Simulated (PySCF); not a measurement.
An unknown gives this computed stick spectrum. The calculation used TDDFT CAM-B3LYP/def2-SVPD, vertical, gas phase, core orbitals frozen in the response, def2 core potentials past Kr in PySCF 2.14.0, density-fitted response routines. Geometries: PBE0-D3(BJ)/def2-SVP, one conformer each. Atoms past krypton carry core potentials; spin–orbit coupling is left out.

| state | E (eV) | λ (nm) | f |
| --- | --- | --- | --- |
| S1 | 5.57 | 222.7 | 0.0001 |
| S2 | 5.57 | 222.5 | 0.0000 |
| S3 | 5.80 | 213.8 | 0.0070 |
| S4 | 5.80 | 213.7 | 0.0054 |
| S5 | 5.92 | 209.5 | 0.0000 |
| S6 | 5.99 | 206.8 | 0.0000 |
| S7 | 6.01 | 206.4 | 0.0002 |
| S8 | 6.06 | 204.5 | 0.0059 |
| S9 | 6.20 | 199.9 | 0.026 |
| S10 | 6.32 | 196.2 | 0.309 |

Question: Which structure fits?
A. `O=C=[N][In]([N]=C=O)[N]=C=O`
B. `c1coc2c1ccnc2`
C. `c1cc(O)c(C#N)cc1`

Answer: A. Its S1, at 5.57 eV, is the highest among the candidates; the nearest of the others has S1 at 4.97 eV. Löwdin shares by element: HOMO (one of a set within 0.03 eV) nitrogen 47% or more, oxygen 32% or more (atoms not listed hold the other 21%); LUMO indium 53%, nitrogen 33%. At the same level the other candidates give, for their lowest levels:
- `N#Cc1ccccc1O`: 4.78 eV (f 0.084); 5.65 eV (f 0.067); 6.43 eV (f 0.000); 6.50 eV (f 0.634); 6.71 eV (f 0.003); HOMO -8.46, LUMO -0.64 eV
- `c1cc2ccoc2cn1`: 4.97 eV (f 0.003); 5.22 eV (f 0.051); 5.51 eV (f 0.152); 5.81 eV (f 0.001); 6.58 eV (f 0.374); T1 3.72 eV; HOMO -8.34, LUMO -0.18 eV
Triplets come from the Tamm–Dancoff approximation.
